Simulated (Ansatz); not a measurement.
Cost and result for the atomization energy of `CC(Cl)I` (8 atoms, 7 bonds).

Charge 0, multiplicity 1. Correlated methods include outer-core shells of I, which these sets cover unevenly. I: def2 effective core potential. The structure was optimised at the PBE0-D4/def2-TZVP level. Program: Ansatz. All runs use 4 threads of a server CPU on a shared host. Times are those of one run each, without the atoms' runs, and a repeat can differ threefold. Electronic energies, without spin–orbit coupling; frozen cores. CCSD(T)/CBS adds CCSD(T) − MP2 in def2-TZVPP to the MP2 limit, and its time is that of the two runs behind it. T1 = 0.009. With those shells the extrapolation isn't a true limit. HSE06 is the plane-wave form, built on full-range PBE exchange.

CCSD(T)/CBS is a level of theory with its own doubt, some kJ/mol a heavy atom from the limit and from the frozen cores, so smaller differences don't rank the functionals.

| level | functions | wall time |
| --- | --- | --- |
| LDA (SPW92)/def2-TZVPP | 210 | 1.1 s |
| revPBE-D4/def2-TZVPP | 210 | 1.6 s |
| HSE06-D4/def2-TZVPP | 210 | 2.6 s |
| CCSD(T)/def2-SVP | 92 | 3.7 s |
| r2SCAN-D4/def2-TZVPP (with forces) | 210 | 4 s |
| B2PLYP/def2-TZVPP | 210 | 4.5 s |
| PBE-QIDH/def2-TZVPP | 210 | 4.7 s |
| ωB97X-V/def2-TZVPP | 210 | 6.5 s |
| B97M-V/def2-TZVPP | 210 | 7.5 s |
| ωB97M-V/def2-TZVPP (with forces) | 210 | 9.5 s |
| MP2/def2-QZVPP | 386 | 14 s |
| CCSD(T)/def2-TZVPP | 210 | 100 s |
| CCSD(T)/CBS(def2) | – | 120 s |

(1) What atomization energy does each give, and how far from CCSD(T)/CBS? (An estimate is asked.)

## Answers

(1) Ansatz gave: 
| level | atomization (kJ/mol) | difference from CCSD(T)/CBS | per bond |
| --- | --- | --- | --- |
| LDA (SPW92)/def2-TZVPP | 3119.4 | 408.3 | 58.3 |
| revPBE-D4/def2-TZVPP | 2705.6 | -5.5 | -0.8 |
| HSE06-D4/def2-TZVPP | 2727.1 | 16.0 | 2.3 |
| CCSD(T)/def2-SVP | 2550.4 | -160.7 | -23.0 |
| r2SCAN-D4/def2-TZVPP (with forces) | 2709.9 | -1.2 | -0.2 |
| B2PLYP/def2-TZVPP | 2661.8 | -49.3 | -7.0 |
| PBE-QIDH/def2-TZVPP | 2701.2 | -9.9 | -1.4 |
| ωB97X-V/def2-TZVPP | 2697.0 | -14.1 | -2.0 |
| B97M-V/def2-TZVPP | 2701.1 | -10.0 | -1.4 |
| ωB97M-V/def2-TZVPP (with forces) | 2698.3 | -12.8 | -1.8 |
| MP2/def2-QZVPP | 2735.5 | 24.4 | 3.5 |
| CCSD(T)/def2-TZVPP | 2633.3 | -77.8 | -11.1 |
| CCSD(T)/CBS(def2) | 2711.1 | 0.0 | 0.0 |

The D4 term adds +32.7 kJ/mol with B3LYP and +16.8 kJ/mol with PBE0; it sums over pairs of atoms, weighted by their polarisabilities, and B3LYP, whose exchange is more repulsive, gets the larger term. From r2SCAN to r2SCAN0 (25 % exact exchange), in def2-TZVPP and without D4, the atomization energy moves by −38.4 kJ/mol: exact exchange takes away binding that semilocal exchange gives to molecules. At CCSD(T), def2-SVP lies −160.7 kJ/mol from the extrapolated value and def2-TZVPP −77.8 kJ/mol: correlation converges slowly with the basis, and small sets miss more of it in the bonded molecule than in its fragments.

B3LYP here is the variant with VWN-RPA as its local correlation; programs differ in this.

Spin–orbit coupling would lower the free I atoms strongly, and the atomization energy with them, by more than many differences here.
